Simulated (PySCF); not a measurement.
# How methods differ on the electron affinity of Au

Au- [Xe] 4f14 5d10 6s2 (1S) → Au [Xe] 4f14 5d10 6s1 (2S), as a difference of total energies. Computed with PySCF 2.14 in aug-cc-pVTZ-PP with ECP60MDF, with a scalar-relativistic core potential. Correlated levels: valence: 5s2 5p6 frozen. The calculations carry no spin-orbit coupling.

| method | electron affinity (eV) |
| --- | --- |
| UHF | 0.611 |
| MP2 (valence) | 2.152 |
| SCS-MP2 (valence) | 2.105 |
| CCSD (valence) | 1.991 |
| CCSD(T) (valence) | 2.163 |

Task: How much does correlation contribute at CCSD(T) (valence)?

Result: 2.163 − (0.611) = 1.552 eV, measured against UHF.

Errors of the correlated levels include the incompleteness of this basis and the frozen core.

The coupled-cluster amplitudes are large for Au- (T1 above 0.03 or a double amplitude above 0.15), so a single reference is strained.

For comparison: 2.309 eV (measured; photodetachment measurements, as compiled on the Wikipedia data page of electron affinities).
